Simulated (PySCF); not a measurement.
Excitation energy of F⁺ by level of theory

F⁺ [He] 2s2 2p4 (3P) → F⁺ [He] 2s2 2p3 3s1 (5S), as a difference of total energies. All numbers are calculated (PySCF 2.14, scalar relativity by spin-free X2C-1e, in x2c-QZVPPall with one added diffuse shell each of s, p, d, f type (8s5p4d3f1g, 73 functions)). Correlated levels: valence: 1s2 frozen. The calculations carry no spin-orbit coupling.

```
           method  excitation energy (eV)  error (eV)
              UHF                  20.748      -1.114
    MP2 (valence)                  21.814      -0.048
SCS-MP2 (valence)                  22.014      +0.152
   CCSD (valence)                  21.804      -0.058
CCSD(T) (valence)                  21.815      -0.047
```

Reference: 21.862 eV (measured; NIST levels, between the centres of gravity of the two terms).

Errors of the correlated levels include the incompleteness of this basis and the frozen core.
